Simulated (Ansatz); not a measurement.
`C[SiH](C)Br` → HBr + `C[Si]C` at 700 K and 1 bar (silylene formation by 1,1-elimination).

Gas-phase electronic energies from Ansatz, PBE0-D4/def2-TZVP geometries. CBS: MP2 limit from def2 TZ/QZ plus the TZ coupled-cluster correction, frozen cores. For Br outer-core shells are correlated without core-valence functions, which leaves a few kJ/mol of doubt a bond. Scalar relativity is left out up to krypton.

```
      species  CCSD(T)/CBS energy (Eh)  H − E (kJ/mol)  S (J/(mol·K))
`C[SiH](C)Br`              -2942.79434           296.4          462.9
          HBr              -2573.91920            36.5          223.7
     `C[Si]C`               -368.74530           247.3          387.1
```

H − E and S are ideal-gas, rigid-rotor, harmonic terms from PBE0-D4/def2-TZVP, for one conformer and one mirror image of each species. 1 Eh = 2625.50 kJ/mol, R = 8.31446 J/(mol·K).

**Question.** By hand: ΔE, ΔH, ΔS and ΔG.

**Answer.** ΔE = (-2573.91920) + (-368.74530) − (-2942.79434) = 0.12984 Eh = 340.9 kJ/mol. Δ(H − E) = 36.5 + 247.3 − 296.4 = -12.6, so ΔH = 328.3 kJ/mol. ΔS = 223.7 + 387.1 − 462.9 = 147.9 J/(mol·K). ΔG = 328.3 − 700 × (147.9)/1000 = 224.8 kJ/mol.

**Question.** By hand: the equilibrium constant, and the temperature at which ΔG would vanish if ΔH and ΔS stayed fixed.

**Answer.** log₁₀ K = −ΔG/(RT ln 10) = -16.8. ΔG = 0 at ΔH/ΔS = 2220 K.

The number of gas molecules changes by +1, which sets the sign of ΔS. A doubt of 5 kJ/mol in ΔE shifts log₁₀ K by 0.4 here. Other conformers and mirror images would add mixing entropy, several J/(mol·K) or more a flexible species. These are equilibria of isolated gas molecules and say nothing of rates. Largest T1 diagnostic: 0.012 (customary marks: 0.02 for closed shells, 0.045 for open ones).
